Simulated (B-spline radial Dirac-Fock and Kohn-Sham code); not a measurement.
Elastic electron scattering at 100 keV, Fe to Te

Model: relativistic (Dirac) partial waves in the static field of the Dirac-Fock atom with Furness-McCarthy exchange, without polarisation or absorption potentials. Program: a radial B-spline solver. σ_tr1 and σ_tr2 weight the cross section with 1 − P₁ and 1 − P₂ of cos θ; "backward" is the share scattered beyond 90°.

```tsv
Z	element	σ (a₀²)	σ_tr1 (a₀²)	σ_tr2 (a₀²)	backward (%)	dσ/dΩ at 90° (a₀²/sr)
26	Fe	0.227	0.000630	0.00162	0.019	1.48e-05
27	Co	0.227	0.000676	0.00174	0.021	1.61e-05
28	Ni	0.226	0.000724	0.00186	0.022	1.75e-05
29	Cu	0.211	0.000773	0.00198	0.026	1.89e-05
30	Zn	0.226	0.000825	0.00211	0.026	2.04e-05
31	Ga	0.249	0.000878	0.00224	0.026	2.20e-05
32	Ge	0.267	0.000933	0.00237	0.026	2.37e-05
33	As	0.282	0.000990	0.00251	0.026	2.54e-05
34	Se	0.295	0.00105	0.00266	0.027	2.72e-05
35	Br	0.306	0.00111	0.00280	0.028	2.91e-05
36	Kr	0.316	0.00117	0.00295	0.029	3.11e-05
37	Rb	0.374	0.00123	0.00311	0.026	3.32e-05
38	Sr	0.423	0.00130	0.00327	0.025	3.54e-05
40	Zr	0.454	0.00144	0.00360	0.026	3.99e-05
41	Nb	0.443	0.00151	0.00376	0.028	4.24e-05
42	Mo	0.449	0.00158	0.00393	0.030	4.49e-05
43	Tc	0.476	0.00165	0.00411	0.030	4.76e-05
44	Ru	0.458	0.00172	0.00428	0.033	5.03e-05
45	Rh	0.461	0.00180	0.00446	0.034	5.32e-05
46	Pd	0.441	0.00188	0.00464	0.038	5.61e-05
47	Ag	0.464	0.00195	0.00482	0.038	5.92e-05
48	Cd	0.487	0.00203	0.00501	0.039	6.24e-05
49	In	0.521	0.00212	0.00520	0.038	6.57e-05
50	Sn	0.548	0.00220	0.00539	0.038	6.91e-05
51	Sb	0.572	0.00229	0.00558	0.039	7.26e-05
52	Te	0.592	0.00237	0.00578	0.039	7.63e-05
```

Values without a named source are computed, but for edge energies of neutral atoms, which are taken from tables.
